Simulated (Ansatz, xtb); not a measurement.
# Relaxing a trial structure of H5O2Si2+

The starting geometry of this gas-phase singlet was built from a drawn formula by distance geometry and a force field; its bonds are those of `O[Si][SiH2][OH2+]`.

```
atom    x (Å)    y (Å)    z (Å)
   O   0.8337   2.3083  -0.6025
   O   1.0749  -0.3943  -1.3425
  Si   0.6606   1.6320   0.9133
  Si   0.8960  -0.6272   0.2894
   H   0.7433   3.2423  -0.6242
   H  -0.3142  -1.4416   0.5614
   H   2.1540  -1.2152   0.7918
   H   2.0488  -0.6004  -1.5922
   H   0.9230   0.5850  -1.5217
```

**Question.** Where would you expect an optimisation with r2SCAN-D4/def2-SVP to take it?

**Answer.** It keeps its bonds, and is `O[Si][SiH2][OH2+]`. Distances that change by over a tenth: O2–Si4 (1.66 → 1.83 Å).

The energy falls by 1.17 eV over 10 steps:

```json
{"step": "1", "E − E(last) (eV)": "1.168"}
{"step": "2", "E − E(last) (eV)": "0.423"}
{"step": "3", "E − E(last) (eV)": "0.148"}
{"step": "4", "E − E(last) (eV)": "0.059"}
{"step": "5", "E − E(last) (eV)": "0.015"}
{"step": "6", "E − E(last) (eV)": "0.002"}
{"step": "7", "E − E(last) (eV)": "0.000"}
{"step": "8", "E − E(last) (eV)": "0.000"}
{"step": "9", "E − E(last) (eV)": "0.000"}
{"step": "10", "E − E(last) (eV)": "0.000"}
```

Final geometry (Å):

```xyz
9

O     0.8601    2.1135   -0.5514
O     1.1469   -0.2021   -1.2939
Si    0.4726    1.7897    1.0924
Si    0.8845   -0.5937    0.4728
H     0.8367    3.0354   -0.8645
H    -0.2197   -1.5859    0.4440
H     2.1722   -1.2178    0.8809
H     1.7224   -0.6689   -1.9241
H     1.1443    0.8185   -1.3833
```

From the same start GFN2-xTB ends elsewhere, differing in O2–Si4 (2.18 against 1.83 Å here).

The end wasn't checked by frequencies. Run with Ansatz 0.2.0, 53 s on 1 thread of Intel(R) Xeon(R) Processor @ 2.50GHz (Skylake/Cascade Lake) (shared host).
